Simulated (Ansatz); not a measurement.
Start from `[CH3][In]([CH3])[NH2]` and change one atom or group to get `[CH3][In]([CH3])[OH]`.

Ansatz, PBE0-D4/def2-TZVP geometries, multiplicity 1. Each molecule was computed in one conformer, which needn't be the lowest.

Elements past krypton have def2 core potentials.

```csv
property,`[CH3][In]([CH3])[NH2]`
HOMO–LUMO gap (PBE0/def2-TZVPP) / eV,6.22
LUMO energy (PBE0/def2-TZVPP) / eV,-0.33
LUMO energy (PBE/def2-TZVPP) / eV,-1.04
HOMO–LUMO gap (ωB97M-V/def2-TZVPP) / eV,9.90
HOMO–LUMO gap (B3LYP/def2-TZVPP) / eV,5.72
HOMO energy (PBE/def2-TZVPP) / eV,-5.25
```

Q: What does the change do to each property? (Best estimate.)

A: Computed: 
```tsv
property	`[CH3][In]([CH3])[OH]`	shift
HOMO–LUMO gap (PBE0/def2-TZVPP) / eV	6.75	0.53
LUMO energy (PBE0/def2-TZVPP) / eV	-0.69	-0.36
LUMO energy (PBE/def2-TZVPP) / eV	-1.40	-0.36
HOMO–LUMO gap (ωB97M-V/def2-TZVPP) / eV	10.25	0.35
HOMO–LUMO gap (B3LYP/def2-TZVPP) / eV	6.23	0.51
HOMO energy (PBE/def2-TZVPP) / eV	-6.19	-0.94
```

With PBE0 the HOMO falls by 0.89 eV and the LUMO falls by 0.36 eV, so the gap widens by about 0.53 eV. PBE moves the HOMO by -0.94 eV and ωB97M-V by -0.67 eV.

B3LYP here is the variant with VWN-RPA as its local correlation; programs differ in this.
